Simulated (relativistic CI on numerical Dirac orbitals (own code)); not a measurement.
Method of calculation: Dirac-Coulomb-Breit CI, separate exchange-only KLI orbitals for each configuration, QED by a radiative potential, unscaled Slater integrals (own radial code, finite nucleus).

Configuration list (outside the closed core 1s2): 2s, 2p, 3s, 3p, 3d, 4s, 4p, 4d, 4f, 5s, 5p, 5d, 5f, 5g, 6s, 6p, 6d. Levels of other configurations are missing.

At this charge energies of transitions that change n are usually good to better than 1 %, and those within a shell (Δn = 0) to a few per cent.

Outline of the computed level scheme of Sm LX. Lowest level of each configuration: 2s 2S_1/2 at 0.0 eV; 2p 2P°_1/2 at 146.5 eV; 3s 2S_1/2 at 7475.6 eV; 3p 2P°_1/2 at 7515.7 eV; 3d 2D_3/2 at 7729.9 eV; 4s 2S_1/2 at 10047.0 eV; 4p 2P°_1/2 at 10063.4 eV; 4d 2D_3/2 at 10153.4 eV; 4f 2F°_5/2 at 10179.0 eV.

Some strong electric-dipole decays among the lowest 15 levels: 3d 2D_5/2 → 2p 2P°_3/2 (8.4e+14 s⁻¹); 3d 2D_3/2 → 2p 2P°_1/2 (7.6e+14 s⁻¹); 3p 2P°_1/2 → 2s 2S_1/2 (3.3e+14 s⁻¹); 4d 2D_5/2 → 2p 2P°_3/2 (2.7e+14 s⁻¹); 3p 2P°_3/2 → 2s 2S_1/2 (2.7e+14 s⁻¹); 4d 2D_3/2 → 2p 2P°_1/2 (2.6e+14 s⁻¹); 4f 2F°_7/2 → 3d 2D_5/2 (1.8e+14 s⁻¹); 4f 2F°_5/2 → 3d 2D_3/2 (1.7e+14 s⁻¹).
